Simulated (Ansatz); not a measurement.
Single points on `[Cu][S]c1ccc(C#Cc2ccc(C#Cc3ccccc3)cc2)cc1` with charge +1.

```yaml
crystal:
  periodic: [false, false, false]
  atoms:
    - {symbol: Cu, position_ang: [10.526803, 1.349825, -0.260516]}
    - {symbol: S, position_ang: [9.702302, -0.581983, -0.668083]}
    - {symbol: C, position_ang: [7.979597, -0.391673, -0.505369]}
    - {symbol: C, position_ang: [7.175917, -1.553171, -0.716944]}
    - {symbol: C, position_ang: [5.795685, -1.486876, -0.609889]}
    - {symbol: C, position_ang: [5.145179, -0.254894, -0.287882]}
    - {symbol: C, position_ang: [3.747434, -0.187478, -0.184809]}
    - {symbol: C, position_ang: [2.510085, -0.135033, -0.100371]}
    - {symbol: C, position_ang: [1.109649, -0.080559, -0.014660]}
    - {symbol: C, position_ang: [0.445230, 1.146189, 0.297732]}
    - {symbol: C, position_ang: [-0.937157, 1.198884, 0.374169]}
    - {symbol: C, position_ang: [-1.724492, 0.028840, 0.140013]}
    - {symbol: C, position_ang: [-3.128012, 0.084513, 0.207955]}
    - {symbol: C, position_ang: [-4.365150, 0.134186, 0.259241]}
    - {symbol: C, position_ang: [-5.775160, 0.191133, 0.312117]}
    - {symbol: C, position_ang: [-6.553225, -0.966227, 0.016657]}
    - {symbol: C, position_ang: [-7.946272, -0.900977, 0.065930]}
    - {symbol: C, position_ang: [-8.585666, 0.305780, 0.409575]}
    - {symbol: C, position_ang: [-7.827435, 1.455370, 0.705286]}
    - {symbol: C, position_ang: [-6.433633, 1.406896, 0.658037]}
    - {symbol: C, position_ang: [-1.059474, -1.198497, -0.167838]}
    - {symbol: C, position_ang: [0.322901, -1.252529, -0.242589]}
    - {symbol: C, position_ang: [5.952243, 0.906955, -0.075238]}
    - {symbol: C, position_ang: [7.331711, 0.836204, -0.182199]}
    - {symbol: H, position_ang: [7.664804, -2.506772, -0.966839]}
    - {symbol: H, position_ang: [5.185282, -2.387134, -0.774748]}
    - {symbol: H, position_ang: [1.046836, 2.048929, 0.474927]}
    - {symbol: H, position_ang: [-1.445740, 2.143579, 0.612811]}
    - {symbol: H, position_ang: [-6.042341, -1.902699, -0.250432]}
    - {symbol: H, position_ang: [-8.544915, -1.795253, -0.164609]}
    - {symbol: H, position_ang: [-9.684557, 0.350757, 0.447178]}
    - {symbol: H, position_ang: [-8.333597, 2.394722, 0.973989]}
    - {symbol: H, position_ang: [-5.830604, 2.297983, 0.886212]}
    - {symbol: H, position_ang: [-1.662052, -2.100368, -0.345742]}
    - {symbol: H, position_ang: [0.830500, -2.198017, -0.480465]}
    - {symbol: H, position_ang: [5.463688, 1.860057, 0.174622]}
    - {symbol: H, position_ang: [7.943635, 1.739337, -0.017214]}
basis:
  gaussian: {orbitals: def2-TZVP, fitting: {mean_field: def2-universal-jkfit}, initial_orbitals: start.molden}
total_charge: 1
magnetization: {spin_polarized: true, initial_magnetization: 1}
hamiltonian: {xc: pbe0, dispersion: d4}
scf: {omitted_lower_state_checks: [starts]}
output: {orbitals: {seedname: orbitals}}
```

The file start.molden holds the orbitals of an earlier run on this structure, at another level or in another basis.

```sh
$ ansatz run in.yaml --threads 2 --pin off --events-out ev --progress --plain --max-ram 32768MiB --backend cuda --devices 0, --max-vram 18GiB
```

It prints (some lines left out):

```
Functional definition: PBE0
2276 factors; integrals over basis functions are off by at most 3.1e-1 eV
mean field evaluation 1: about -78450.2575 eV, gradient 1.8e2 eV
mean field evaluation 2: about -78462.6153 eV, gradient 1.0e1 eV
mean field evaluation 4: about -78463.1144 eV, gradient 7.5e-2 eV
mean field evaluation 8: about -78463.1038 eV, gradient 1.6e-5 eV
mean field -78463.10380212 eV, -2883.4658805259 hartree, gradient 1.6e-5 eV, S^2 0.772032; 0 other end points of the search recorded, 0 dependent functions left out
reference -78463.10387459 eV, -2883.4658831893 hartree; 95, 94 occupied and 747, 748 virtual orbitals, 2276 factors
Total energy: -78464.26888804 eV, -2883.5086966439 hartree
Checks for a lower state left out: starts
```

It took 13 s on 2 threads of AMD EPYC 7R13 on a shared host and a share (18 GiB) of an NVIDIA H100 80GB HBM3, peak host memory 1.2 GiB.

First input, but with `hamiltonian: {xc: pbe, dispersion: d4}` (abridged; 7.5 s):

```
Functional definition: PBE
mean field -78461.14605106 eV, -2883.3939345014 hartree, gradient 2.4e-5 eV, S^2 0.752014
Total energy: -78462.50654619 eV, -2883.4439317754 hartree
Checks for a lower state left out: starts
```

Geometry: PBE-D4/def2-SVP.

Single mean-field runs in def2-TZVP are fitted with def2-universal-jkfit.
